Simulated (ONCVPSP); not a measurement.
Ta: ONCV pseudisation with LDA (Perdew-Wang 92), fully relativistic reference atom.

- Element: tantalum (Ta)
- Generator: ONCVPSP 4.0.1
- Type: optimised norm-conserving Vanderbilt (ONCV)
- Functional: LDA (Perdew-Wang 92)
- Relativity: fully relativistic
- Frozen core: [Kr] 4d10
- Valence charge: 27
- Reference configuration: 4f14 5s2 5p6 5d4 6s1
- Partial waves: 5s+6s: rc 2.05 bohr, ncon 4, nbas 7, qcut 6.4 1/bohr, 2 projectors; 5p: rc 1.85 bohr, ncon 5, nbas 9, qcut 9.1 1/bohr, 2 projectors, debl 0.4 Ha; 5d: rc 3.05 bohr, ncon 5, nbas 10, qcut 5.5 1/bohr, 1 projector; 4f: rc 0.90 bohr, ncon 4, nbas 8, qcut 22.5 1/bohr, 3 projectors, debl 0.6 Ha
- Local potential: polynomial inside 0.70 bohr (lpopt 3, dvloc0 0 Ha)
- Core correction: polynomial model core, fcfact 0.6

Open shells are filled in proportion to 2j + 1.

In the p channel the program set the typed energies aside and used -1.306, 0.250 Ha (j = l + 1/2; the other j can differ). In the f channel the program set the typed energies aside and used -0.819, 0.250, 0.850 Ha (j = l + 1/2; the other j can differ).

All-electron outer shells of the reference configuration (LDA (PZ), scalar-relativistic, ld1.x):

| shell | level (eV) | outermost node (bohr) | outermost maximum (bohr) |
| --- | --- | --- | --- |
| 4d | -220.32 | 0.22 | 0.46 |
| 5s | -71.51 | 0.54 | 0.98 |
| 5p | -38.00 | 0.58 | 1.13 |
| 4f | -23.25 | – | 0.44 |
| 6s | -5.16 | 1.33 | 2.81 |
| 5d | -2.83 | 0.65 | 1.62 |

**Question.** Estimate the cutoffs (Ha) at which the residual kinetic energy of the hardest occupied pseudo-wave falls to 1 and 0.1 mHa per electron.

**Answer.** 192 Ha and 211 Ha.

**Question.** Does the potential have ghost states?

**Answer.** Ghosts flagged at negative energy: s at -247.7 eV; GHOST(+) flagged for p3/2 at 39.0 eV, p1/2 at 92.8 eV, d5/2 at 100.8 eV, d3/2 at 119.5 eV. A true bound ghost makes a file unfit for plane-wave use.

**Question.** Which valence shell sets the plane-wave cutoff?

**Answer.** 4f: 192 Ha for 1 mHa per electron, against 26 Ha for 5p.

Its largest configuration-test error is +3.8 meV (4f14 5s2 5p6 5d3 6s2). 1 of 4 tests not solved or not reliable.
